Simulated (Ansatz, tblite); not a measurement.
Forces on Ge4H5 at its r2SCAN-D4/def2-SVP geometry. Charge 0, multiplicity 2.

The xTB rows come from tblite. Another isomer (doublet) lies 0.12 eV lower at PBE0-D4/def2-TZVP; other spin states weren't run for this one.

GFN1-xTB (tblite), largest force 0.79 eV/Å:

```xyz
9
positions Å, forces eV/Å
Ge    0.306    1.855    0.996   -0.087   -0.025    0.096
Ge    0.545   -0.844   -1.358   -0.329    0.051    0.473
Ge   -1.111    0.808   -0.692   -0.043   -0.136    0.118
Ge    1.099   -0.452    0.977   -0.173   -0.062    0.020
H    -0.342    2.427    2.285    0.112   -0.340   -0.405
H     1.594   -0.301   -2.337   -0.523   -0.442    0.359
H     0.009   -1.246    1.776    0.286    0.156   -0.316
H    -2.165   -0.006    0.134    0.330    0.131   -0.283
H     0.067   -2.241   -1.780    0.426    0.665   -0.061
```

GFN2-xTB (tblite), largest force 1.02 eV/Å:

```
Ge 0.638 0.753 -0.276
Ge -0.556 -0.143 0.629
Ge -0.384 0.523 -0.750
Ge 0.934 -0.228 0.245
H -0.427 -0.123 0.472
H -0.126 -0.306 -0.064
H -0.387 -0.168 -0.108
H 0.007 -0.392 0.189
H 0.302 0.084 -0.336
```

PBE-D4/def2-TZVP (Ansatz), largest force 0.29 eV/Å:

```
Ge 0.127 0.123 -0.076
Ge -0.013 -0.026 -0.002
Ge -0.116 0.170 -0.207
Ge 0.274 -0.052 0.088
H -0.090 0.086 0.184
H 0.130 0.058 -0.128
H -0.131 -0.099 0.099
H -0.132 -0.099 0.099
H -0.048 -0.160 -0.057
```
